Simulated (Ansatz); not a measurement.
Gas-phase electronic energies from Ansatz, PBE0-D4/def2-TZVP geometries. CCSD(T)/CBS is the MP2 limit (def2-TZVPP, def2-QZVPP) plus CCSD(T) − MP2 in def2-TZVPP, frozen cores. This one scheme is used for every species, atoms too. Functionals use def2-TZVPP. B3LYP here is the variant with VWN-RPA as its local correlation; programs differ in this. No spin–orbit coupling; open shells (•) take unrestricted orbitals. Spin–orbit coupling would lower the free atoms: a little for Al, C, O, Si.

Reaction (atomization): `[SiH3][SiH]1O[CH2][AlH]1` → Al• + C• + 7 H• + O• + 2 Si•

`[SiH3][SiH]1O[CH2][AlH]1`:

```xyz
12

Si   -2.158    0.167   -0.964
Si   -0.183    0.854    0.096
O     0.212   -0.148    1.388
C     1.508   -0.775    1.243
Al    2.011    0.029   -0.519
H    -2.414    1.064   -2.126
H    -2.013   -1.225   -1.477
H    -3.342    0.211   -0.063
H    -0.395    2.261    0.560
H     1.389   -1.864    1.271
H     2.135   -0.505    2.101
H     3.250   -0.069   -1.512
```

```csv
level,ΔE (kcal/mol),difference from CCSD(T)/CBS
PBE-D4,920.0,4.2
r2SCAN-D4,917.6,1.8
PBE0-D4,908.8,-7.0
B3LYP-D4,911.5,-4.3
ωB97X-V,922.5,6.7
ωB97M-V,915.3,-0.5
B2PLYP,899.6,-16.2
PBE,913.2,-2.6
r2SCAN,916.0,0.2
PBE0,903.0,-12.8
B3LYP,900.5,-15.3
HF/def2-TZVPP,664.9,-250.9
MP2/def2-TZVPP,895.5,-20.3
SCS-MP2/def2-TZVPP,897.2,-18.6
CCSD/def2-TZVPP,876.6,-39.2
CCSD(T)/def2-TZVPP,889.5,-26.3
HF/def2-QZVPP,666.7,-249.1
MP2/def2-QZVPP,911.2,-4.6
SCS-MP2/def2-QZVPP,914.8,-1.0
HF/CBS(def2),667.0,-248.8
MP2/CBS(def2),921.7,5.9
CCSD/CBS(def2),902.8,-13.0
CCSD(T)/CBS,915.8,0
```

Largest T1 diagnostic among the species: 0.018.

In def2-TZVPP, CCSD(T) changes the Hartree–Fock value by +224.6 kcal/mol (the triples alone add +12.9 kcal/mol) and MP2 by +230.6 kcal/mol; breaking electron pairs costs correlation energy, which Hartree–Fock lacks. The D4 term adds +11.0 kcal/mol with B3LYP and +5.8 kcal/mol with PBE0; it sums over pairs of atoms, weighted by their polarisabilities, and B3LYP, whose exchange is more repulsive, gets the larger term. From PBE to PBE0 (25 % exact exchange), in def2-TZVPP and without D4, ΔE moves by −10.2 kcal/mol: exact exchange takes away binding that semilocal exchange gives to molecules.

For atomizations the MP2-based limit and the directly extrapolated one differ by several kJ/mol either way, and by 10 to 25 for some Ge, Se and Sn compounds, so smaller differences from it don't rank the levels.
